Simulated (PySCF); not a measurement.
PySCF input for CH₅Si, SMILES C[SiH2] (connectivity only; charge and spin as stated), charge +1, multiplicity 1, PBE/pcSseg-2. Geometry optimised at B3LYP-D3(BJ)/def2-TZVP. The multiplicity is an assumed one; other spin states were not compared. The isomer is the one that the SMILES or the coordinates give; other isomers of the formula were not compared.

```python
import numpy as np
from pyscf import gto, scf, dft
from pyscf.prop.nmr import rks as nmr

mol = gto.M(
    atom='''
    C    -1.17579950   -0.01020731    0.00000000
    Si    0.63651607   -0.00612266    0.00000000
    H    -1.58493754   -0.46978892   -0.90172466
    H    -1.58493755   -0.46978892    0.90172465
    H    -1.49424570    1.04619035   -0.00000000
    H     1.40384643    0.02017427   -1.25267623
    H     1.40384643    0.02017427    1.25267623
    ''',
    basis='pcSseg-2',
    charge=1,
    spin=0,
    max_memory=1600,
    verbose=3,
)
mf = dft.RKS(mol, xc='pbe')
mf.grids.level = 3
mf.conv_tol = 1e-10
mf.max_cycle = 100
mf.kernel()
n = nmr.NMR(mf)
n.verbose = 2
n.max_cycle_cphf = 60
sigma = n.kernel()
print('atom   isotropic/ppm   span/ppm')
for i, s in enumerate(sigma):
    w = np.linalg.eigvalsh((s + s.T) / 2)
    print(f'{mol.atom_symbol(i):2s}{i + 1:3d} {w.mean():14.3f} {w[2] - w[0]:11.3f}')
```

Output:

```
converged SCF energy = -330.09933400068
atom   isotropic/ppm   span/ppm
C   1        159.482      86.148
Si  2        -64.011     697.191
H   3         28.193       8.672
H   4         28.193       8.672
H   5         29.493      11.157
H   6         22.899       4.163
H   7         22.899       4.163
```

Self-consistency was reached.
